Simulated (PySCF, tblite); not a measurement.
Isomers of C5H6NOS2 (doublet state), one GFN2-xTB conformer each. Single-point energies are computed at B3LYP/pcH-1 (PySCF, gas phase, no added dispersion term), electronic only. GFN2-xTB treats the open shell by occupation alone, and not every SCF solution was tested for stability.

Problem. Rank them by B3LYP/pcH-1 energy, lowest first (kcal/mol).
A. `[N:1]#[C:2][C@@H:3]([CH2:4][OH:5])[C@@H:6]1[CH:7][S:8][S:9]1` (doublet state) with C2–C3–C4–O5 -164°, C3–C4–O5–H 177°, C2–C3–C6–C7 170°, C3–C6–C7–S8 -108°, C6–C7–S8–S9 -9°, C7–S8–S9–C6 7°, C3–C6–S9–S8 113°
B. `[N:1]#[C:2][C@@H:3]([CH:4][OH:5])[C@@H:6]1[CH2:7][S:8][S:9]1` (doublet state) with C2–C3–C4–O5 -137°, C3–C4–O5–H 175°, C2–C3–C6–C7 172°, C3–C6–C7–S8 -100°, C6–C7–S8–S9 -15°, C7–S8–S9–C6 13°, C3–C6–S9–S8 102°

Solution. A (0.0), B (0.7).

Neighbours under 5.0 kcal/mol apart (N#C[C@@H](CO)[C@@H]1[CH]SS1 and N#C[C@@H]([CH]O)[C@@H]1CSS1) can change places with a better method, another conformer or zero-point energy. GFN2-xTB itself gives, in the same order: 0.0, 3.6. Both levels put the same isomer lowest.

Problem. What happens when harmonic zero-point energies from GFN2-xTB frequencies are added?

Solution. 
```csv
SMILES,ZPE (kcal/mol),electronic (kcal/mol),with ZPE (kcal/mol)
N#C[C@@H](CO)[C@@H]1[CH]SS1,63.3,0.0,0.0
N#C[C@@H]([CH]O)[C@@H]1CSS1,62.7,0.7,0.0
```

The zero-point energies span 0.6 kcal/mol. The order is unchanged.
